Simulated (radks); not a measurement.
Results of a calculation; reference values are marked as such.
Problem. Successive ionisation energies (eV) of one element, from differences of total energies of ions in their ground configurations, starting at charge 22: 598.15, 628.05, 791.72, 842.97, 895.27, 948.61, 1002.9, 1058.2, 1128.6, 1186.8, 1246.0, 1306.2, 1367.3, 1429.3, 1492.2, 1794.5, 1853.8, 1913.4, 1973.3, 2033.5, 2110.0, 2172.3. Code: a radial shooting solver on a logarithmic mesh with Libxc functionals. Model: non-relativistic Kohn-Sham, PBE, spin-polarised, spherical densities, point nucleus; open shells are filled with parallel spins first (spin-orbit coupling, left out, can overturn this in heavy ions); relativity is left out, which matters for an element this heavy. Which element is it?

Solution. Bismuth (Z = 83). The first species listed is Bi22+ in [Kr] 4d10 4f13 5s2, the last Bi43+ in [Kr] 4d4.
